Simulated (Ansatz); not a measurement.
Ansatz (a first-principles code) input (HF/6-31G* with LANL2DZ past Ar): The .json file joins the Basis Set Exchange's 6-31G* for atoms up to Ar and LANL2DZ past it.

Ansatz 0.2 input:
```yaml
crystal:
  periodic: [false, false, false]
  atoms:
    - {symbol: Te, position_ang: [0.25664649, 0.08964444, -0.20030037]}
    - {symbol: C, position_ang: [-1.39203500, -0.48497527, 1.09217930]}
    - {symbol: H, position_ang: [-1.03449270, -1.15249935, 1.86092011]}
    - {symbol: H, position_ang: [-2.12058824, -0.99638369, 0.47708322]}
    - {symbol: H, position_ang: [-1.83832634, 0.39722390, 1.52454026]}
basis:
  gaussian:
    orbitals: 6-31Gs+LANL2DZ.json
hamiltonian:
  xc: {name: HF}
magnetization: {spin_polarized: true, initial_magnetization: 1}
phonons: {temperatures: {t_min: 298.15, t_max: 298.15, t_step: 100}}
```

Output:

```
Functional definition: HF
integrals: 0.00 GiB planned
394 factors; integrals over basis functions are off by at most 4.0e-4 eV
mean field: 0.05 GiB planned
mean field evaluation 1: about -1290.6057 eV, gradient 9.6e0 eV
mean field evaluation 2: about -1290.6036 eV, gradient 9.6e0 eV
mean field evaluation 4: about -1291.1870 eV, gradient 1.2e0 eV
mean field evaluation 8: about -1291.2012 eV, gradient 3.4e-2 eV
mean field evaluation 16: about -1291.2011 eV, gradient 7.1e-6 eV
mean field evaluation 32: about -1291.1905 eV, gradient 2.2e-2 eV
mean field evaluation 64: about -1291.1939 eV, gradient 1.2e-1 eV
mean field -1291.20113248 eV, -47.4507664110 hartree, gradient 7.1e-6 eV, S^2 0.756271; 4 other end points of the search recorded, 0 dependent functions left out
the calculation of the forces begins
reference -1291.20113248 eV, -47.4507664110 hartree; 8, 7 occupied and 21, 22 virtual orbitals, 394 factors
these checks for a lower state are left out or cut short: stability, starts, cluster_reference, orbital_swaps, neighbouring_geometries, increment
integrals: 0.00 GiB planned
394 factors; integrals over basis functions are off by at most 4.0e-4 eV
mean field: 0.05 GiB planned
mean field -1291.20110657 eV, -47.4507654589 hartree, gradient 1.6e-6 eV, S^2 0.756352; 0 other end points of the search recorded, 0 dependent functions left out
the calculation of the forces begins
reference -1291.20110657 eV, -47.4507654589 hartree; 8, 7 occupied and 21, 22 virtual orbitals, 394 factors
these checks for a lower state are left out or cut short: stability, starts, cluster_reference, orbital_swaps, neighbouring_geometries, increment
integrals: 0.00 GiB planned
394 factors; integrals over basis functions are off by at most 4.0e-4 eV
mean field: 0.05 GiB planned
mean field evaluation 96: about -1291.2042 eV, gradient 1.1e-1 eV
mean field -1291.20110123 eV, -47.4507652625 hartree, gradient 1.6e-6 eV, S^2 0.756191; 0 other end points of the search recorded, 0 dependent functions left out
the calculation of the forces begins
reference -1291.20110123 eV, -47.4507652625 hartree; 8, 7 occupied and 21, 22 virtual orbitals, 394 factors
these checks for a lower state are left out or cut short: stability, starts, cluster_reference, orbital_swaps, neighbouring_geometries, increment
integrals: 0.00 GiB planned
394 factors; integrals over basis functions are off by at most 4.0e-4 eV
mean field: 0.05 GiB planned
mean field -1291.20112365 eV, -47.4507660866 hartree, gradient 2.9e-6 eV, S^2 0.756314; 0 other end points of the search recorded, 0 dependent functions left out
the calculation of the forces begins
reference -1291.20112365 eV, -47.4507660866 hartree; 8, 7 occupied and 21, 22 virtual orbitals, 394 factors
these checks for a lower state are left out or cut short: stability, starts, cluster_reference, orbital_swaps, neighbouring_geometries, increment
integrals: 0.00 GiB planned
394 factors; integrals over basis functions are off by at most 4.0e-4 eV
mean field: 0.05 GiB planned
mean field -1291.20112077 eV, -47.4507659809 hartree, gradient 7.4e-7 eV, S^2 0.756228; 0 other end points of the search recorded, 0 dependent functions left out
the calculation of the forces begins
reference -1291.20112077 eV, -47.4507659809 hartree; 8, 7 occupied and 21, 22 virtual orbitals, 394 factors
these checks for a lower state are left out or cut short: stability, starts, cluster_reference, orbital_swaps, neighbouring_geometries, increment
integrals: 0.00 GiB planned
394 factors; integrals over basis functions are off by at most 4.0e-4 eV
mean field: 0.05 GiB planned
mean field -1291.20100717 eV, -47.4507618059 hartree, gradient 1.6e-6 eV, S^2 0.756179; 0 other end points of the search recorded, 0 dependent functions left out
the calculation of the forces begins
reference -1291.20100717 eV, -47.4507618059 hartree; 8, 7 occupied and 21, 22 virtual orbitals, 394 factors
these checks for a lower state are left out or cut short: stability, starts, cluster_reference, orbital_swaps, neighbouring_geometries, increment
integrals: 0.00 GiB planned
394 factors; integrals over basis functions are off by at most 4.0e-4 eV
mean field: 0.05 GiB planned
mean field evaluation 128: about -1291.2041 eV, gradient 1.4e-1 eV
mean field -1291.20101123 eV, -47.4507619552 hartree, gradient 1.5e-6 eV, S^2 0.756365; 0 other end points of the search recorded, 0 dependent functions left out
the calculation of the forces begins
reference -1291.20101123 eV, -47.4507619552 hartree; 8, 7 occupied and 21, 22 virtual orbitals, 394 factors
these checks for a lower state are left out or cut short: stability, starts, cluster_reference, orbital_swaps, neighbouring_geometries, increment
integrals: 0.00 GiB planned
394 factors; integrals over basis functions are off by at most 4.0e-4 eV
mean field: 0.05 GiB planned
mean field -1291.20098443 eV, -47.4507609705 hartree, gradient 1.6e-6 eV, S^2 0.756221; 0 other end points of the search recorded, 0 dependent functions left out
the calculation of the forces begins
reference -1291.20098443 eV, -47.4507609705 hartree; 8, 7 occupied and 21, 22 virtual orbitals, 394 factors
these checks for a lower state are left out or cut short: stability, starts, cluster_reference, orbital_swaps, neighbouring_geometries, increment
integrals: 0.00 GiB planned
394 factors; integrals over basis functions are off by at most 4.0e-4 eV
mean field: 0.05 GiB planned
mean field -1291.20097954 eV, -47.4507607906 hartree, gradient 1.7e-6 eV, S^2 0.756321; 0 other end points of the search recorded, 0 dependent functions left out
the calculation of the forces begins
reference -1291.20097954 eV, -47.4507607906 hartree; 8, 7 occupied and 21, 22 virtual orbitals, 394 factors
these checks for a lower state are left out or cut short: stability, starts, cluster_reference, orbital_swaps, neighbouring_geometries, increment
integrals: 0.00 GiB planned
394 factors; integrals over basis functions are off by at most 4.0e-4 eV
mean field: 0.05 GiB planned
mean field evaluation 160: about -1291.2011 eV, gradient 2.6e-6 eV
mean field -1291.20110698 eV, -47.4507654740 hartree, gradient 2.6e-6 eV, S^2 0.756277; 0 other end points of the search recorded, 0 dependent functions left out
the calculation of the forces begins
reference -1291.20110698 eV, -47.4507654740 hartree; 8, 7 occupied and 21, 22 virtual orbitals, 394 factors
these checks for a lower state are left out or cut short: stability, starts, cluster_reference, orbital_swaps, neighbouring_geometries, increment
integrals: 0.00 GiB planned
394 factors; integrals over basis functions are off by at most 4.0e-4 eV
mean field: 0.05 GiB planned
mean field -1291.20110438 eV, -47.4507653786 hartree, gradient 2.1e-6 eV, S^2 0.756264; 0 other end points of the search recorded, 0 dependent functions left out
the calculation of the forces begins
reference -1291.20110438 eV, -47.4507653786 hartree; 8, 7 occupied and 21, 22 virtual orbitals, 394 factors
these checks for a lower state are left out or cut short: stability, starts, cluster_reference, orbital_swaps, neighbouring_geometries, increment
integrals: 0.00 GiB planned
394 factors; integrals over basis functions are off by at most 4.0e-4 eV
mean field: 0.05 GiB planned
mean field -1291.20107802 eV, -47.4507644096 hartree, gradient 1.2e-6 eV, S^2 0.756271; 0 other end points of the search recorded, 0 dependent functions left out
the calculation of the forces begins
reference -1291.20107802 eV, -47.4507644096 hartree; 8, 7 occupied and 21, 22 virtual orbitals, 394 factors
these checks for a lower state are left out or cut short: stability, starts, cluster_reference, orbital_swaps, neighbouring_geometries, increment
integrals: 0.00 GiB planned
394 factors; integrals over basis functions are off by at most 4.0e-4 eV
mean field: 0.05 GiB planned
mean field -1291.20107950 eV, -47.4507644642 hartree, gradient 1.6e-6 eV, S^2 0.756271; 0 other end points of the search recorded, 0 dependent functions left out
the calculation of the forces begins
reference -1291.20107950 eV, -47.4507644642 hartree; 8, 7 occupied and 21, 22 virtual orbitals, 394 factors
these checks for a lower state are left out or cut short: stability, starts, cluster_reference, orbital_swaps, neighbouring_geometries, increment
integrals: 0.00 GiB planned
394 factors; integrals over basis functions are off by at most 4.0e-4 eV
mean field: 0.05 GiB planned
mean field -1291.20106826 eV, -47.4507640510 hartree, gradient 9.0e-6 eV, S^2 0.756269; 0 other end points of the search recorded, 0 dependent functions left out
the calculation of the forces begins
reference -1291.20106826 eV, -47.4507640510 hartree; 8, 7 occupied and 21, 22 virtual orbitals, 394 factors
these checks for a lower state are left out or cut short: stability, starts, cluster_reference, orbital_swaps, neighbouring_geometries, increment
integrals: 0.00 GiB planned
394 factors; integrals over basis functions are off by at most 4.0e-4 eV
mean field: 0.05 GiB planned
mean field evaluation 192: about -1291.2042 eV, gradient 6.6e-2 eV
mean field -1291.20106268 eV, -47.4507638458 hartree, gradient 2.4e-6 eV, S^2 0.756273; 0 other end points of the search recorded, 0 dependent functions left out
the calculation of the forces begins
reference -1291.20106268 eV, -47.4507638458 hartree; 8, 7 occupied and 21, 22 virtual orbitals, 394 factors
these checks for a lower state are left out or cut short: stability, starts, cluster_reference, orbital_swaps, neighbouring_geometries, increment
integrals: 0.00 GiB planned
394 factors; integrals over basis functions are off by at most 4.0e-4 eV
mean field: 0.05 GiB planned
mean field -1291.20104911 eV, -47.4507633473 hartree, gradient 1.3e-6 eV, S^2 0.756273; 0 other end points of the search recorded, 0 dependent functions left out
the calculation of the forces begins
reference -1291.20104911 eV, -47.4507633473 hartree; 8, 7 occupied and 21, 22 virtual orbitals, 394 factors
these checks for a lower state are left out or cut short: stability, starts, cluster_reference, orbital_swaps, neighbouring_geometries, increment
integrals: 0.00 GiB planned
394 factors; integrals over basis functions are off by at most 4.0e-4 eV
mean field: 0.05 GiB planned
mean field -1291.20105360 eV, -47.4507635125 hartree, gradient 2.0e-6 eV, S^2 0.756269; 0 other end points of the search recorded, 0 dependent functions left out
the calculation of the forces begins
reference -1291.20105360 eV, -47.4507635125 hartree; 8, 7 occupied and 21, 22 virtual orbitals, 394 factors
these checks for a lower state are left out or cut short: stability, starts, cluster_reference, orbital_swaps, neighbouring_geometries, increment
integrals: 0.00 GiB planned
394 factors; integrals over basis functions are off by at most 4.0e-4 eV
mean field: 0.05 GiB planned
mean field -1291.20110310 eV, -47.4507653316 hartree, gradient 1.5e-6 eV, S^2 0.756275; 0 other end points of the search recorded, 0 dependent functions left out
the calculation of the forces begins
reference -1291.20110310 eV, -47.4507653316 hartree; 8, 7 occupied and 21, 22 virtual orbitals, 394 factors
these checks for a lower state are left out or cut short: stability, starts, cluster_reference, orbital_swaps, neighbouring_geometries, increment
integrals: 0.00 GiB planned
394 factors; integrals over basis functions are off by at most 4.0e-4 eV
mean field: 0.05 GiB planned
mean field evaluation 224: about -1291.2011 eV, gradient 6.8e-4 eV
mean field -1291.20109952 eV, -47.4507651997 hartree, gradient 1.7e-6 eV, S^2 0.756267; 0 other end points of the search recorded, 0 dependent functions left out
the calculation of the forces begins
reference -1291.20109952 eV, -47.4507651997 hartree; 8, 7 occupied and 21, 22 virtual orbitals, 394 factors
Total energy: -1291.20113248 eV, -47.4507664110 hartree
Atom 0 at     0.256646     0.089644    -0.200300 Å, force     0.000998     0.000341    -0.000813 eV/Å
Atom 1 at    -1.392035    -0.484975     1.092179 Å, force    -0.000799    -0.000415    -0.000002 eV/Å
Atom 2 at    -1.034493    -1.152499     1.860920 Å, force     0.000519    -0.000287     0.001061 eV/Å
Atom 3 at    -2.120588    -0.996384     0.477083 Å, force    -0.000618    -0.000548    -0.001048 eV/Å
Atom 4 at    -1.838326     0.397224     1.524540 Å, force    -0.000101     0.000908     0.000802 eV/Å
Dipole moment:    -0.198297    -0.070145     0.150702 e Å
Vibrations: 475.02 525.04 890.24 1412.92 1520.07 1611.30 3246.58 3325.98 3340.67 cm⁻¹, zero-point energy 1.013436 eV
```

The blocks after the first are displaced geometries, from whose forces the wavenumbers follow.
